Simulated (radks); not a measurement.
Values are calculated unless marked as measured or tabulated.
Ionisation of the hafnium ion Hf+, [Xe] 4f14 5d1 6s2, to Hf2+, [Xe] 4f14 5d2, under several functionals. Dirac Kohn-Sham, spin-unpolarised, spherical densities, point nucleus; open shells are shared between the two j in proportion to 2j + 1; a radial shooting solver on a logarithmic mesh with Libxc functionals.

functional	E(Hf+) (hartree)	Exc (hartree)	IE (eV)	-e(HOMO) (eV)	<r> HOMO (bohr)	IE error (eV)
LDA (Slater exchange, Perdew-Zunger correlation)	-15088.3962	-300.2875	15.968	10.718	2.194	+1.358
OLYP	-15102.9122	-315.0994	15.092	10.255	2.184	+0.482
PW91	-15099.0159	-311.0090	15.693	10.520	2.200	+1.083
exchange-only PBE	-15093.2318	-305.1503	15.335	9.515	2.239	+0.725

NIST Atomic Spectra Database: 14.61 eV (theoretical). Closest: OLYP. The Delta-SCF values span 0.88 eV, the total energies 14.52 hartree. The highest occupied level is 5d5/2. Spin polarisation and multiplet splitting are left out, so open shells lie too high by an amount that depends on their filling. Sharing an open shell by 2j + 1 raises it above the true ground level by a part of the spin-orbit splitting, which enters the differences from NIST.

Beside tabulated values, note that spin-unpolarised runs miss the spin-polarisation part of the exchange energy of open shells.
